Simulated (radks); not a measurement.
All-electron atom: Hg41+ in [Kr] 4d3. Method: non-relativistic Kohn-Sham, TPSS, spin-polarised, spherical densities, point nucleus; open shells are filled with parallel spins first (spin-orbit coupling, left out, can overturn this in heavy ions); meta-GGA in the generalised Kohn-Sham scheme; relativity is left out, which matters for an element this heavy; computed with a radial shooting solver on a logarithmic mesh with Libxc functionals.

Radial electron density D(r) = 4 pi r^2 rho(r):

r (bohr)  D(r) (e/bohr)  spin D(r)
0.002365          17.73  -0.000186
0.003006          25.86  -0.000270
0.003821          36.69  -0.000380
0.004858          50.29  -0.000512
0.006176          65.96  -0.000643
0.007851          81.93  -0.000702
0.009981          95.25  -0.000479
0.01269           102.6   0.000694
0.01613           102.3    0.00497
0.0205            97.24     0.0191
0.02607           95.46     0.0629
0.0334            106.2      0.194
0.04246           127.3      0.517
0.05398           143.0       1.21
0.06862           136.8       2.39
0.08724           118.3       3.74
0.1109            116.5       4.18
0.141             129.4       2.58
0.1792            114.3      0.194
0.2278            68.58       1.30
0.2896            44.45       7.07
0.3712            44.22       10.6
0.4718            28.44       6.90
0.5998            8.122       2.03
0.7625           0.8883      0.242
0.9694          0.03071    0.00965
1.232         0.0002580  0.0000980

D(r) has 4 maxima, at r = 0.0141, 0.0571, 0.147, 0.351 bohr, and minima at 0.0245, 0.0999, 0.306 bohr, inside which lie 1.93, 11.36, 29.54 electrons.
